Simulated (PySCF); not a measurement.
# Distorted geometries of [Pr(N2)]3+

[Pr(N2)]3+ (singlet in the valence; each metal's 4f electrons, 2 of them, lie in its core potential, out of spins and levels). PySCF 2.14.0, RKS r2SCAN, Pr lcecp-1-SVP with ECP48, N def2-SVP; non-relativistic Hamiltonian with scalar-relativistic core potentials where named; density fitting; no spin-orbit coupling. Relaxed geometry:

```xyz
3

Pr    0.0000    0.0000   -0.5120
N     0.0000    0.0000    2.0084
N     0.0000    0.0000    3.1197
```

**Question.** Order these distorted geometries by energy above the relaxed one, lowest first.
A.
```xyz
3

Pr    0.0046   -0.0215   -0.5299
N     0.0031    0.0430    1.9808
N    -0.0077   -0.0215    3.1652
```
B.
```xyz
3

Pr    0.0627    0.0459   -0.6411
N     0.0190    0.1397    2.1912
N    -0.0817   -0.1856    3.0661
```
C.
```xyz
3

Pr   -0.1084    0.1616   -0.5186
N     0.1094    0.0286    2.1205
N    -0.0011   -0.1902    3.0142
```

**Answer.** A (0.35 eV), B (3.61 eV), C (4.04 eV).

**Question.** Which forces (eV/Å) act in the one that lies 3.61 eV up?

**Answer.** 
```
Pr    0.03   0.20   0.87
N     4.95  15.80 -45.34
N    -4.98 -16.00  44.48
```
Forces carry noise of the integration grid, about 0.01 to 0.03 eV/Å.

No frequency check is given that shows the relaxed geometry to be a minimum. An lcecp potential fixes the number of 4f electrons, so in runs with it no electron can move into or out of that shell.
